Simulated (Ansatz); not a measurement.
Input (CCSDT(Q)/cc-pVDZ; Ansatz, a first-principles code):

Ansatz 0.2 input:
```yaml
crystal:
  periodic: [false, false, false]
  atoms:
    - {symbol: Ge, position_ang: [-1.42438108, 0.13679695, -0.03369646]}
    - {symbol: Ge, position_ang: [1.42438108, -0.13679695, 0.03369646]}
    - {symbol: H, position_ang: [-1.69663353, -0.92383103, -1.09570861]}
    - {symbol: H, position_ang: [-1.46915911, 1.60471630, -0.44616543]}
    - {symbol: H, position_ang: [-1.68821026, -0.21470890, 1.42704334]}
    - {symbol: H, position_ang: [1.46915911, -1.60471630, 0.44616543]}
    - {symbol: H, position_ang: [1.69663353, 0.92383103, 1.09570861]}
    - {symbol: H, position_ang: [1.68821026, 0.21470890, -1.42704334]}
basis:
  gaussian:
    orbitals: cc-pVDZ
total_charge: 1
magnetization: {spin_polarized: true, initial_magnetization: 1}
correlation: {method: ccsdt_q, electrons: outside_noble_gas}
```

Output:

```
Functional definition: HF
integrals: 0.20 GiB planned
1682 factors; integrals over basis functions are off by at most 2.5e-7 eV
mean field: 0.61 GiB planned
mean field evaluation 1: about -113030.8812 eV, gradient 8.6e0 eV
mean field evaluation 2: about -113030.8853 eV, gradient 8.6e0 eV
mean field evaluation 4: about -113031.7865 eV, gradient 4.5e-1 eV
mean field evaluation 8: about -113031.7917 eV, gradient 1.9e-3 eV
mean field evaluation 16: about -113031.7917 eV, gradient 1.6e-6 eV
mean field -113031.79173082 eV, -4153.8417304075 hartree, gradient 1.6e-6 eV, S^2 0.754804; 0 other end points of the search recorded, 0 dependent functions left out
28 core orbitals not correlated
reference -113031.79173082 eV, -4153.8417304075 hartree; 7, 6 occupied and 49, 50 virtual orbitals, 1682 factors
second order -4.88995484 eV of doubles, -0.00000000 eV of singles
coupled cluster: 1.69 GiB planned
cycle   1  -5.85086012 eV  change   -9.6e-1 eV  update   7.8e-2
cycle   2  -6.33961690 eV  change   -4.9e-1 eV  update   3.2e-2
cycle   3  -6.36818495 eV  change   -2.9e-2 eV  update   9.3e-3
cycle   4  -6.37529297 eV  change   -7.1e-3 eV  update   4.2e-3
cycle   5  -6.37381129 eV  change    1.5e-3 eV  update   1.4e-3
cycle   6  -6.37310074 eV  change    7.1e-4 eV  update   6.0e-4
cycle   7  -6.37347751 eV  change   -3.8e-4 eV  update   2.2e-4
cycle   8  -6.37362564 eV  change   -1.5e-4 eV  update   7.6e-5
cycle   9  -6.37359410 eV  change    3.2e-5 eV  update   2.8e-5
cycle  10  -6.37357243 eV  change    2.2e-5 eV  update   1.1e-5
cycle  11  -6.37357197 eV  change    4.6e-7 eV  update   4.9e-6
cycle  12  -6.37357434 eV  change   -2.4e-6 eV  update   2.3e-6
cycle  13  -6.37357713 eV  change   -2.8e-6 eV  update   8.0e-7
cycle  14  -6.37357774 eV  change   -6.1e-7 eV  update   3.4e-7
perturbative correction -0.00345905 eV, -0.0001271177 hartree
Total energy: -113038.16876761 eV, -4154.0760821870 hartree
```
